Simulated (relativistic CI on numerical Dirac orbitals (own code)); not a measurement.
**V4+ in a cubic cluster: 2p photoemission with charge transfer**

Computed with a charge-transfer multiplet model of a cubic metal-ligand cluster with up to 2 ligand holes, Slater and spin-orbit integrals from Dirac-Coulomb-Breit ions, Slater integrals scaled by 0.9. The ground state mixes d1 with configurations of k ligand holes L, whose averages lie at kΔ + k(k − 1)U_dd/2; a core hole lowers each added d electron by U_cd. 300 K, Lorentzian 0.6 eV and Gaussian 0.8 eV FWHM.

Atomic integrals in eV (Slater integrals scaled, ζ unscaled), ground: F2dd 9.064, F4dd 5.680, zeta_d 0.029; with the core hole: F2dd 9.064, F4dd 5.680, zeta_d 0.047, zeta_core 4.606, F2cd 6.737, G1cd 5.189, G3cd 2.951. Where a configuration has fewer than two d electrons, the dd integrals are those of d2.

Cluster parameters (eV): Δ = 1.9, U_cd = 5.3, 10Dq = 1.35, 10Dq(ligand) = 0.9, V(eg) = 1.85, V(t2g) = -0.8, final-state hopping factor = 1.

```tsv
Case	n_d	d1	d2L	d3L2	S
U_dd = 3 eV	1.73	0.39	0.50	0.12	0.50
U_dd = 3.7 eV	1.70	0.40	0.49	0.10	0.50
U_dd = 4.4 eV	1.68	0.41	0.49	0.09	0.50
```

Weights, n_d and S are thermal averages at 300 K. Binding energies count from the first peak over 30 % of the highest in each spectrum, which can be another peak from case to case. The parameters are a model scan and need not match a compound or its usual spin state. Peaks in eV (height, largest 100):
- U_dd = 3 eV: 0.0 (100), 8.2 (57), 16.4 (9)
- U_dd = 3.7 eV: 0.0 (100), 8.2 (56), 16.4 (9)
- U_dd = 4.4 eV: 0.0 (100), 8.2 (54), 16.5 (8)

Curve for U_dd = 3.7 eV (points under 2 left out, the grid thinned):

E (eV), Intensity and a bar:
```
     -3.5        2.1 
     -3.0        2.8 
     -2.4        4.4 #
     -1.9        7.5 ##
     -1.3       20.4 ######
     -0.8       53.1 #################
     -0.3       92.4 #############################
      0.3       94.8 ##############################
      0.8       75.9 ########################
      1.4       45.0 ##############
      1.9       28.1 ########
      2.5       19.6 ######
      3.0       18.0 #####
      3.5       16.9 #####
      4.1       15.8 ####
      4.6       16.9 #####
      5.2       18.5 #####
      5.7       19.6 ######
      6.2       21.1 ######
      6.8       25.3 ########
      7.3       35.7 ###########
      7.9       52.8 ################
      8.4       54.3 #################
      8.9       44.7 ##############
      9.5       31.2 #########
     10.0       23.2 #######
     10.6       17.2 #####
     11.1       15.2 ####
     11.6       14.8 ####
     12.2       13.1 ####
     12.7       10.8 ###
     13.3        8.3 ##
     13.8        6.4 #
     14.3        5.2 #
     14.9        5.0 #
     15.4        5.8 #
     16.0        8.0 ##
     16.5        8.8 ##
     17.1        7.0 ##
     17.6        5.0 #
     18.1        3.6 #
     18.7        3.0 
     19.2        2.9 
     19.8        2.6 
     20.3        2.0
```

For the case U_dd = 4.4 eV, Δ = 1.9 eV is smaller than U_dd = 4.4 eV, the charge-transfer side of the Zaanen-Sawatzky-Allen scheme. With the core hole the average of the configuration with one ligand hole lies at Δ − U_cd = -3.4 eV before mixing: the effective hopping of about 3.9 eV (from the holes of the mixed ground state) is comparable with this gap or larger, so the configurations mix strongly.

With at most 2 ligand holes the space is cut while the next configuration still counts, so covalency is underestimated, and a final configuration with one more ligand hole, which can lie low, is missing from the spectra.
